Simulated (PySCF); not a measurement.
H₃FGeSe, SMILES [Se](F)[GeH3] at its PBE0/def2-SVP optimised geometry (Å):

```
6

Se    -1.3761    -0.1445     0.0000
F     -1.4931     1.6352     0.0000
Ge     0.9861    -0.1445     0.0000
H      1.4931     0.5637     1.2639
H      1.3654    -1.6352    -0.0021
H      1.4911     0.5635    -1.2650
```

Calculation: PBE0/def2-TZVP (PySCF 2.14.0).

Map of the deformation density (molecule minus spherical neutral atoms) (e/bohr³) on the plane z = 0.8 Å:

```
|11111111111111111111111111111|
|11111111111111111111111111111|
|11111111111111111111111111111|
|11111111111111111111111111111|
|11111111111111111111111111111|
|11111111111111111111111111111|
|11111111111111111111111111111|
|11111111221111111111111111111|
|11111112222111100011111111111|
|11111111221110000011111111111|
|11111101110000000112111111111|
|11111000000000001245311111111|
|11110000000000001489621111111|
|11110001111111111489631011111|
|11111113454332111256421001111|
|11111124676432100122210001111|
|11111123554322100001100011111|
|11111112221111000011100011111|
|11111111110000000111110111111|
|11111111000000000111111111111|
|11111111100000001111111111111|
|11111111111111111110011111111|
|11111111111111111111111111111|
|11111111111111111111111111111|
|11111111111111111111111111111|
|11111111111111111111111111111|
|11111111111111111111111111111|
|11111111111111111111111111111|
|11111111111111111111111111111|
```
Scale: ten equal steps from -0.007 (start of '0') to 0.048 (end of '9'), in the order '0123456789'; x runs from -4.00 to 4.00, y from -4.00 (bottom) to 4.00 (top).
